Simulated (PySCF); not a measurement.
Identify the unknown among the candidates.

All candidates are C2H10FNSi4.

* Rotational structure: rotational constants A, B, C: 1.349, 0.484, 0.414 GHz [GFN2-xTB]
* 13C NMR: chemical shifts (computed TMS as zero) by class: 124.4 (1 C), 5.1 (1 C) ppm [GIAO PBE0/pcSseg-1]
* 1H NMR: chemical shifts (computed TMS as zero) by class: 4.62 (2 H), 3.57 (6 H), 0.59 (2 H) ppm [GIAO PBE0/pcSseg-1]
* NMR, other nuclei: isotropic shieldings of nuclei other than C and H, by class: -97 (1 N), 395 (1 F), 294 (1 Si), 420 (1 Si), 464 (2 Si) ppm [GIAO PBE0/pcSseg-1]
* Dipole: 3.68 D [PBE0/pcSseg-1]

Electronic properties: PySCF, gas phase, density fitting. Levels stand in brackets. One conformer (not necessarily the lowest) at the GFN2-xTB geometry, without solvent, vibrations or thermal averaging. NMR classes are plain means over equivalent atoms (diastereotopic ones count apart unless rotation or inversion swaps them), as if these changed places fast.

Question: Which candidate is it?
A. `N#C[SiH2]C[Si](F)([SiH3])[SiH3]`
B. `FC([SiH3])=C1[SiH2]N([SiH3])[SiH2]1`
C. `F[SiH2]C#C[SiH2]N([SiH3])[SiH3]`
D. `C[SiH2][Si@]([SiH3])(C#N)[SiH2]F`

Answer: A. It is `N#C[SiH2]C[Si](F)([SiH3])[SiH3]`. Numbering: `[N:1]#[C:2][SiH2:3][CH2:4][Si:5]([F:6])([SiH3:7])[SiH3:8]`. Its formula, C2H10FNSi4, gives 2 degrees of unsaturation: 0 rings and 2 π bonds in the structure found. 2 carbons fall into 2 classes; from least to most shielded: cyano carbon [C2] (124.4 ppm), sp3 carbon bound to silicon [C4] (5.1 ppm). Hydrogen classes from least to most shielded: 2 H on an SiH2 silicon, Si3 (4.62 ppm), 6 H on 2 SiH3 silicons, Si7/Si8 (3.57 ppm), 2 H on an sp3 carbon bound to silicon, C4 (0.59 ppm, a mean of values up to 1.2 ppm apart in this geometry). The other shieldings belong to: -97 ppm, cyano nitrogen [N1]; 395 ppm, silicon-bound fluorine [F6]; 294 ppm, fluorine-bound silicon [Si5]; 420 ppm, SiH2 silicon [Si3]; 464 ppm, SiH3 silicon [Si7/Si8]. The optimised geometry has point group C1 and is an asymmetric top.

The others, at the same levels:
- `FC([SiH3])=C1[SiH2]N([SiH3])[SiH2]1` fails: its computed 13C shifts are 181.6 (1 C), 135.8 (1 C) ppm, 1H shifts are 5.67 (2 H), 5.62 (2 H), 4.77 (3 H), 4.11 (3 H) ppm and rotational constant A is 2.266 GHz (against 1.349 GHz).
- `C[SiH2][Si@]([SiH3])(C#N)[SiH2]F` fails: its computed 13C shifts are 121.4 (1 C), -8.1 (1 C) ppm, 1H shifts are 5.92 (1 H), 5.90 (1 H), 4.55 (1 H), 4.45 (1 H), 3.91 (3 H), 0.29 (3 H) ppm and rotational constant A is 0.815 GHz (against 1.349 GHz).
- `F[SiH2]C#C[SiH2]N([SiH3])[SiH3]` fails: its computed 13C shifts are 118.6 (1 C), 117.7 (1 C) ppm, 1H shifts are 5.19 (2 H), 5.10 (2 H), 4.88 (6 H) ppm and rotational constant A is 2.343 GHz (against 1.349 GHz).

Each candidate is one conformer, not necessarily the lowest. Dipoles, sizes and rotational constants follow the conformer. The torsions of the flexible species, by atom-mapped SMILES:
- `[N:1]#[C:2][SiH2:3][CH2:4][Si:5]([F:6])([SiH3:7])[SiH3:8]`: C2–Si3–C4–Si5 -175°, Si3–C4–Si5–F6 -50°
- `[CH3:1][SiH2:2][Si@:3]([SiH3:4])([C:5]#[N:6])[SiH2:7][F:8]`: C1–Si2–Si3–Si4 -69°, Si2–Si3–Si7–F8 -62°
- `[F:1][SiH2:2][C:3]#[C:4][SiH2:5][N:6]([SiH3:7])[SiH3:8]`: C4–Si5–N6–Si7 -46°
